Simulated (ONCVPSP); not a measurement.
**Ga (Z = 31), ONCV: configuration errors across variants**

gallium (Ga), optimised norm-conserving Vanderbilt (ONCV), made with ONCVPSP 4.0.1 (LDA (Perdew-Wang 92), scalar-relativistic). Core [Ne], reference 3s2 3p6 3d10 4s2 (charge +1). Waves: 3s+4s: rc 0.95 bohr, ncon 4, nbas 8, qcut 14 1/bohr, 2 projectors; 3p: rc 1.05 bohr, ncon 4, nbas 7, qcut 14.2 1/bohr, 2 projectors, debl 2.3 Ha; 3d: rc 0.70 bohr, ncon 5, nbas 10, qcut 13.1 1/bohr, local. Local part: the d channel. Core correction: none.

In the p channel the program set the typed energies aside and used -3.933, 0.250 Ha.

All-electron excitation energies from the reference (eV): (1) 3s2 3p6 3d10 4s2 4p1 -5.883; (2) 3s2 3p6 3d10 4s1 21.498; (3) 3s2 3p6 3d10 4s0 53.094; (4) 3s1 3p6 3d10 4s2 4p1 151.143.

2 further variants failed, have other tests or too few solved ones, and are left out.

A true bound ghost makes a file unfit for plane-wave use even where its test errors are small: the radial tests pick states by their node count and pass the ghost by.

Errors AE − PS in meV (a dash: test not solved or not reliable):

```tsv
change	(1)	(2)	(3)	(4)	bound ghosts	GHOST(+) flags above zero
base	+4.7	-6.1	-14	-54	none	s, p
s: qcut 8.7; p: qcut 8.8; d: qcut 8.2	+0.6	-1.1	-1.7	-180	s, p	p
s: qcut 11.8; p: qcut 12; d: qcut 11.1	+0.7	-1.0	-1.1	-89	s, p	p
s: qcut 13; p: qcut 13.2; d: qcut 12.2	+0.8	-0.8	-0.7	-65	s	none
s: qcut 14.8; p: qcut 15; d: qcut 13.8	+0.3	-1.4	-2.1	-49	p	s
s: qcut 16.3; p: qcut 16.6; d: qcut 15.3	+0.4	-1.3	-1.9	-37	none	s, p
s: qcut 17.5; p: qcut 17.7; d: qcut 16.4	+0.5	-1.3	-2.0	-30	none	s
```

Q: Give the same row for: s: qcut 10.3; p: qcut 10.4; d: qcut 9.6.

A: +0.6, -1.1, -1.4, -128; bound ghosts: s, p; GHOST(+) flags above zero: p.
